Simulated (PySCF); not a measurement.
A PySCF script (with the pyscf-properties extension) for the NMR shieldings of Cu(PH3)(OH), CuH₄OP, on a PBE0-D3(BJ)/def2-SVP geometry:

```python
import basis_set_exchange as bse
import numpy as np
from pyscf import gto, dft
from pyscf.prop import nmr

atoms = """
Cu   -0.036300    0.075291   -0.968648
P    -0.083830    0.093174    1.182524
H    -0.798684   -0.910377    1.889950
H    -0.621797    1.218738    1.861702
H     1.132063   -0.001604    1.910917
O    -0.035084    0.133999   -2.748078
H     0.443642   -0.609232   -3.128356
"""
names = {"Cu": "pcSseg-2", "P": "pcSseg-1", "H": "pcSseg-1", "O": "pcSseg-1"}
basis = {el: gto.basis.parse(bse.get_basis(n, elements=[el], fmt="nwchem")) for el, n in names.items()}
mol = gto.M(atom=atoms, basis=basis, charge=0, verbose=0)
mf = dft.RKS(mol, xc="B3LYP")
mf.grids.level = 2
mf.grids.alignment = dft.numint.BLKSIZE   # the property module wants whole blocks of grid points
mf.conv_tol = 1e-9
mf.kernel()

calc = nmr.RKS(mf)   # GIAO
C = mf.mo_coeff
Co = C[:, mf.mo_occ > 0]
resp = mf.gen_response(singlet=True, hermi=2)
def vind(x):   # induced exchange potential for any number of trial vectors
    d = np.einsum("pi,xij,qj->xpq", C, 2 * x.reshape(-1, C.shape[1], Co.shape[1]), Co, optimize=True)
    return np.einsum("xpq,pi,qj->xij", resp(d - d.transpose(0, 2, 1)), C, Co, optimize=True).ravel()
mo1, _ = nmr.rhf.solve_mo1(calc, with_cphf=vind)
sigma = calc.kernel(mo1)
for i, s in enumerate(sigma):   # ppm
    print("%2d %-2s %9.2f" % (i, mol.atom_pure_symbol(i), np.trace(s) / 3))
```

Task: Give the expected output.

Result: 
```
 0 Cu    830.07
 1 P     511.16
 2 H      27.87
 3 H      27.85
 4 H      27.88
 5 O     315.43
 6 H      31.06
```

These numbers come from an equivalent density-fitted implementation of the same equations, which agrees with the script to about 0.01 ppm for H and up to a few tenths of a ppm for heavy atoms, so last digits may differ.

Task: Turn these shieldings into chemical shifts. δ = σ(ref) − σ, references computed at the same level: 31P (σref 297.42) vs H3PO4; TMS for 1H (σref 31.38); H2O for 17O (σref 334.04).

Result: Averaging equivalent atoms: P 1: -213.7; H 2/3/4: 3.52; H 6: 0.32; O 5: 18.6 ppm. No reference was computed at this level for Cu. Experimental scales use liquid or dissolved standards, which lie at an offset from isolated H2O (liquid H2O: subtract about 36 ppm) and H3PO4.

Size and cost of the density-fitted run: 134 basis functions, 7.6 s wall time on 1 thread of an Arm Neoverse V1, shared host.
